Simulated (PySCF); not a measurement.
## Simulated absorption spectrum

Species: C7H11BSi.
InChI=1S/C7H11BSi/c9-6-7-2-1-4-8-5-3-7/h1-5,8H,6H2,9H3

Computed with PySCF 2.14.0, density-fitted response routines, TDDFT CAM-B3LYP/def2-SVPD, vertical, gas phase, core orbitals frozen in the response. One conformer (not necessarily the lowest) at the PBE0-D3(BJ)/def2-SVP geometry, without solvent, vibrations or thermal averaging. Torsions of this conformer, `[SiH3:1][CH2:2][C:3]1=[CH:4][CH:5]=[CH:6][BH:7][CH:8]=[CH:9]1`: Si1–C2–C3–C4 95°.

Each state is given a Gaussian of 0.25 eV full width at half maximum, with ε(max) = 2.175×10⁸ f / Δν̃ (Δν̃ the width in cm⁻¹). The cross-section is σ = 3.8235×10⁻²¹ ε cm², given in Mb (10⁻¹⁸ cm²). The width is an assumption, not a result. The curve ends short of the highest state used, and states not computed would add to its high-energy end.

E (eV), σ (Mb) and a bar:
```
     4.08       0.09 
     4.13       0.47 
     4.18       1.89 
     4.24       7.66 #
     4.29      19.56 ##
     4.34      40.69 ####
     4.39      69.01 #######
     4.44      95.44 #########
     4.49     107.60 ##########
     4.54      98.81 #########
     4.60      67.91 #######
     4.65      39.51 ####
     4.70      18.62 ##
     4.75       7.10 #
     4.80       2.19 
     4.85       0.54 
     4.91       0.08 
     4.96       0.01 
     5.01       0.00 
     5.06       0.00 
     5.11       0.00 
     5.16       0.00 
     5.21       0.01 
     5.27       0.05 
     5.32       0.13 
     5.37       0.28 
     5.42       0.47 
     5.47       0.67 
     5.52       0.82 
     5.58       0.94 
     5.63       1.19 
     5.68       2.23 
     5.73       6.06 #
     5.78      17.77 ##
     5.83      46.52 ####
     5.88     101.46 ##########
     5.94     197.40 ###################
     5.99     273.68 ##########################
     6.04     312.27 ##############################
     6.09     302.93 #############################
     6.14     265.69 ##########################
     6.19     226.67 ######################
     6.25     185.95 ##################
     6.30     147.25 ##############
```

Problem. Where are the band maxima, and which computed states make them?

Solution. 276 nm (4.49 eV), ε about 28000, made up of S1 (36%) and S2 (64%); 205 nm (6.05 eV), ε about 82000, made up of S7 (91%) (ε in L mol⁻¹ cm⁻¹; maxima over ε = 5, shares over 10%). The states used: S1 4.46 eV (f 0.102); S2 4.52 eV (f 0.169); S3 5.51 eV (f 0.0014); S4 5.64 eV (f 0.0010); S5 5.81 eV (f 0.0021); S6 5.85 eV (f 0.0021); S7 6.04 eV (f 0.707); S8 6.25 eV (f 0.353); S9 6.39 eV (f 0.015); S10 6.90 eV (f 0.0077).

Problem. What would ε be at 6.05 eV, the highest of these maxima, with half the width (0.125 eV)?

Solution. About 147000 L mol⁻¹ cm⁻¹ against 82100, a factor of about 1.8; a lone state at its own centre would give exactly 2.

Problem. On this curve, what absorbance would a 10⁻³ mol/L sample give at 280 nm over a 1 cm path?

Solution. 280 nm is 4.428 eV, where ε is about 24000 L mol⁻¹ cm⁻¹, so A = ε c l ≈ 24 (Beer–Lambert, with the gas-phase spectrum and the assumed width).

Problem. Coming from long wavelengths, where does ε first pass 100 L mol⁻¹ cm⁻¹?

Solution. At about 301 nm (4.12 eV), 0.33 eV below S1.

All these states lie below the vertical ionisation energy of 8.50 eV (ΔSCF).

On one thread of an Intel Xeon at 2.50 GHz, on a shared host, this took 10 min and 1.5 GiB of memory at its peak.
